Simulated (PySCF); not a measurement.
**Field gradients at the hydrogen positions**

Species: CH4BFO.
Numbering: `[CH3:1][O:2][BH:3][F:4]` (hydrogens: H5, H6, H7 on C1; H8 on B3)

Structure used (PBE0-D3(BJ)/def2-SVP), in Å, numbered top down from 1:
```xyz
8
CH4BFO angstrom
C     -1.2305   -0.1744    0.1578
O     -0.2433    0.8217    0.3028
B      1.0597    0.6018    0.0917
F      1.4927   -0.5995   -0.2856
H     -0.8301   -1.0885   -0.3054
H     -1.6432   -0.4258    1.1467
H     -2.0440    0.2225   -0.4665
H      1.8474    1.4997    0.2420
```

Level: PBE0/pcSseg-1 (PySCF, non-relativistic); Q(2H) = 0.00286 b; rigid geometry, the same for H and D, with no vibrational averaging.

Q: Give the electric field gradient Vzz (the principal value of largest size), its asymmetry and the 2H coupling at each hydrogen.

A: 
| atom | bonded to | bond length (Å) | Vzz (au) | η | χzz (kHz) |
| --- | --- | --- | --- | --- | --- |
| H5 | C1 | 1.100 | 0.2783 | 0.10 | 187 |
| H6 | C1 | 1.101 | 0.2827 | 0.08 | 190 |
| H7 | C1 | 1.100 | 0.2845 | 0.08 | 191 |
| H8 | B3 | 1.204 | 0.2022 | 0.02 | 136 |

Q: Average by the element that carries the hydrogen.

A: on C: 189 kHz over 3 positions, mean bond length 1.100 Å; on B: 136 kHz over 1 position, mean bond length 1.204 Å.

Isolated species at its PBE0-D3(BJ)/def2-SVP geometry (one conformer only). A larger basis could move these couplings by a tenth or more.
